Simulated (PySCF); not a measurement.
Two species compared at the same levels of theory.

First species: trans-Zr(PH3)2Cl4 (singlet state).
SMILES: `[PH3]->[Zr](<-[PH3])([Cl])([Cl])([Cl])[Cl]`

Second species: tert-butylmalononitrile, C₇H₁₀N₂.
InChI=1S/C7H10N2/c1-7(2,3)6(4-8)5-9/h6H,1-3H3

Levels: PBE0/def2-SVPD for dipole moment, HOMO energy, LUMO energy, HOMO–LUMO gap and static isotropic polarisability; TDDFT PBE0/def2-SVPD for lowest singlet excitation; TDA PBE0/def2-SVPD for lowest triplet excitation (Tamm–Dancoff); ΔSCF PBE0/def2-SVPD for vertical ionisation energy; PBE0-D3(BJ)/def2-SVP for rotational constant A and rotational constant C. Geometries: PBE0-D3(BJ)/def2-SVP. All species are isolated and taken at one optimised geometry (atoms past krypton carry core potentials, spin–orbit coupling is left out); the electronic structure was computed with PySCF and density fitting.

Dipoles, sizes and rotational constants follow the conformer. The torsions of the flexible species, by atom-mapped SMILES:
- `[CH3:1][C:2]([CH3:3])([CH3:4])[CH:5]([C:6]#[N:7])[C:8]#[N:9]`: C1–C2–C5–C6 62°

Task: Which of the two has the higher LUMO energy, and by how much?

Result: The second: -0.40 eV against -2.52 eV, a difference of 2.12 eV.

Task: Which has the higher HOMO–LUMO gap?

Result: The second: 9.20 eV against 5.69 eV, a difference of 3.51 eV.

Task: Which of the two has the higher dipole moment, and by how much?

Result: The second: 4.70 D against 0.56 D, a difference of 4.14 D.

Task: Which has the higher vertical ionisation energy?

Result: The second: 11.40 eV against 9.70 eV, a difference of 1.70 eV.

Task: Which has the higher static isotropic polarisability?

Result: The first: 161.0 au against 88.8 au, a difference of 72.2 au.

Task: Which of the two has the higher S1 energy, and by how much?

Result: The second: 7.36 eV against 4.41 eV, a difference of 2.95 eV.

Task: Which has the higher T1 energy?

Result: The second: 6.15 eV against 4.16 eV, a difference of 1.99 eV.

Task: Which of the two has the higher rotational constant C, and by how much?

Result: The second: 1.080 GHz against 0.508 GHz, a difference of 0.572 GHz.

On the first: The polarisability is 23.86 Å³ as a volume (1 au = 0.148185 Å³). The principal polarisabilities are 152.6, 153.2 and 177.2 au; their mean is the isotropic value. Atoms past krypton carry effective core potentials; spin–orbit coupling is left out.

On the second: The ΔSCF ionisation energy exceeds −ε(HOMO) by 1.80 eV with PBE0. A dipole of 4.70 D is allowed in Cs, and pure rotational transitions are dipole-allowed.
